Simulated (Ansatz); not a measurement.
Computed with Ansatz on PBE0-D4/def2-TZVP structures; ΔE is electronic, products minus reactants. CCSD(T)/CBS adds triple-zeta CCSD(T) − MP2 to the extrapolated MP2 energy (def2 sets, frozen cores). This one scheme is used for every species. DFT in def2-TZVPP. One conformer a species, not always the lowest.

`CS[SiH](F)S` + H₂O → `O[SiH](F)S` + CH₃SH  (formal hydrolysis of the Si–S bond)

`CS[SiH](F)S`:

Cartesian coordinates in Å:
```
C 0.239 1.198 1.318
S -0.747 -0.330 1.371
Si -0.635 -0.960 -0.629
F -1.288 0.082 -1.651
S 1.406 -1.172 -1.178
H 0.321 1.544 2.348
H 1.234 1.008 0.921
H -0.264 1.959 0.723
H -1.414 -2.212 -0.726
H 1.149 -1.116 -2.497
```

H₂O:

Cartesian coordinates in Å:
```
O -0.132 0.360 -0.066
H -0.563 -0.338 0.432
H 0.695 -0.022 -0.366
```

`O[SiH](F)S`:

Cartesian coordinates in Å:
```
O 0.038 1.121 1.230
Si -0.414 0.136 0.020
F -0.967 -1.261 0.553
S 1.277 -0.278 -1.197
H 0.832 0.907 1.723
H -1.527 0.804 -0.672
H 0.761 -1.430 -1.657
```

CH₃SH:

Cartesian coordinates in Å:
```
C 0.144 0.437 -0.171
S -0.142 -1.344 -0.259
H -0.785 0.985 -0.023
H 0.567 0.725 -1.134
H 0.860 0.689 0.611
H -0.644 -1.492 0.976
```

| species | PBE-D4 energy (Eh) |
| --- | --- |
| `CS[SiH](F)S` | -1226.42299 |
| H₂O | -76.38027 |
| `O[SiH](F)S` | -864.31848 |
| CH₃SH | -438.49793 |

Problem. Work out ΔE.

Solution. ΔE = (-864.31848) + (-438.49793) − (-1226.42299) − (-76.38027) = -0.01315 Eh = -8.3 kcal/mol. CCSD(T)/CBS gives -10.6 kcal/mol.

Largest T1 diagnostic among the species: 0.012.

From BLYP to BHLYP (50 % exact exchange), in def2-TZVPP and without D4, ΔE moves by −1.5 kcal/mol. Leaving LDA and LC-ωPBE aside and taking each functional with its dispersion term where it has one, the values, not all of them listed here, spread over 6.0 kcal/mol, from CAM-B3LYP-D4 to revPBE-D4.
